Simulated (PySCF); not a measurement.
Species: C2H2BrS (charge -1).
Bonds: C1–C2 (double), C2–S3, C2–Br4. Hydrogens: H5, H6 on C1.

Computed with PBE0-D3(BJ)/def2-SVP geometry optimisation, gas phase in PySCF 2.14.0.

Question: What internal coordinates does the optimisation give?

Answer: 
```json
{"bond": "C1=C2", "length (Å)": "1.353"}
{"bond": "C2–S3", "length (Å)": "1.662"}
{"bond": "C2–Br4", "length (Å)": "2.113"}
{"bond": "C1–H5", "length (Å)": "1.090"}
{"bond": "C1–H6", "length (Å)": "1.095"}
```

A selection of angles:
```json
{"angle": "C2–C1–H5", "degrees": "122.8"}
{"angle": "C2–C1–H6", "degrees": "117.9"}
{"angle": "H5–C1–H6", "degrees": "119.4"}
{"angle": "C1–C2–S3", "degrees": "135.4"}
{"angle": "C1–C2–Br4", "degrees": "108.3"}
{"angle": "S3–C2–Br4", "degrees": "116.3"}
```

C1 (carbon bonded to C and 2 H) is planar (angles 122.8°, 119.4° and 117.9°, sum 360.0°, 0.00 Å off the plane of its three neighbours). C2 (fully substituted alkene carbon) is planar (angles 135.4°, 116.3° and 108.3°, sum 360.0°, 0.00 Å off the plane of its three neighbours). The 4 heavy atoms lie in one plane (0.000 Å rms).

Point group: Cs (every atom within 0.08 Å of its image). Whether it is a minimum is left open (no frequencies).
